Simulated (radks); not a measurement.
Question: S+, 15 electrons, occupied as [Ne] 3s2 3p3. Method: Dirac Kohn-Sham, PW91, spin-unpolarised, spherical densities, finite nucleus; open shells are shared between the two j in proportion to 2j + 1; Fermi nuclear charge, rms radius 3.2611 fm; computed with a radial shooting solver on a logarithmic mesh with Libxc functionals. Some entries of the table are withheld. Estimate them.

orbital  occ.  eigenvalue (hartree)  <r> (bohr)
1s1/2       2             -88.88382         (1)
2s1/2       2              -8.21403      0.4789
2p1/2       2              -6.22176      0.4407
2p3/2       4              -6.17522      0.4429
3s1/2       2              -1.01738       1.635
3p1/2       1                   (2)         (3)
3p3/2       2                   (4)         (5)
3d3/2       0                   (6)       3.457
3d5/2       0                   (7)       3.459

Answer: 
(1) 1s1/2 <r> (bohr): 0.09687
(2) 3p1/2 eigenvalue (hartree): -0.62171
(3) 3p1/2 <r> (bohr): 1.890
(4) 3p3/2 eigenvalue (hartree): -0.61805
(5) 3p3/2 <r> (bohr): 1.897
(6) 3d3/2 eigenvalue (hartree): -0.14990
(7) 3d5/2 eigenvalue (hartree): -0.14982
